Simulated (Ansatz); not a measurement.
The HOMO–LUMO gap down a group: F to I

One atom is swapped for its congeners: SiH(CH3)F; SiH(CH3)Cl; SiH(CH3)I. The Br member is missing. All are doublets with charge 0.

Shapes, held fixed at every level: PBE0-D4/def2-TZVP. Programs: Ansatz 0.2.0. Values in eV.

```csv
level,SiH(CH3)F,SiH(CH3)Cl,SiH(CH3)I
SPW92/def2-TZVPP,1.33,1.21,1.07
r2SCAN-D4/def2-TZVPP,2.69,2.52,2.30
B3LYP-D4/def2-TZVPP,3.25,3.06,2.81
BHLYP-D4/def2-TZVPP,5.75,5.50,5.14
PBE0-D4/def2-TZVPP,3.98,3.76,3.47
r2SCAN0-D4/def2-TZVPP,4.51,4.30,4.00
wB97M-V/def2-TZVPP,7.34,7.10,6.77
```

At wB97M-V/def2-TZVPP the HOMO–LUMO gap falls at every step, from 7.34 to 6.77 eV. Every level shows the same order. Open shells run unrestricted unless RO is named. For atoms past krypton def2 sets carry core potentials with scalar relativity. Orbital gaps aren't excitation energies, and the LUMO depends on the basis.
